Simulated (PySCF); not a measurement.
**Nuclear repulsion and electron count by hand**

System: Cl2Ga, charge +1, singlet, geometry from GFN2-xTB (such geometries of metal compounds can be far from the true shape). Level: R2SCAN/cc-pVDZ (PySCF). Sums are taken with unrounded values, so a last digit can differ.

Coordinates (Å):

```
atom        x        y         z
----  -------  -------  --------
Ga1   0.00000  0.00000   0.00000
Cl2   0.00000  0.00000   2.07020
Cl3   0.00000  0.00000  -2.07020
```

Task: Work out the nuclear repulsion energy and the numbers of alpha and beta electrons.

Result: In atomic units each pair adds Z_i Z_j / r_ij, with r in bohr (1 bohr = 0.529177 Å).
| pair | r (Å) | r (bohr) | Z_i Z_j | term (Eh) |
|---|---|---|---|---|
| Ga1-Cl2 | 2.0702 | 3.9121 | 527 | 134.7102 |
| Ga1-Cl3 | 2.0702 | 3.9121 | 527 | 134.7102 |
| Cl2-Cl3 | 4.1404 | 7.8242 | 289 | 36.9367 |
The sum is 306.3571 Eh; PySCF gives 306.3571 Eh. The atomic numbers add up to 65, so at charge +1 there are 64 electrons; multiplicity 1 means 0 unpaired, so 32 alpha and 32 beta.
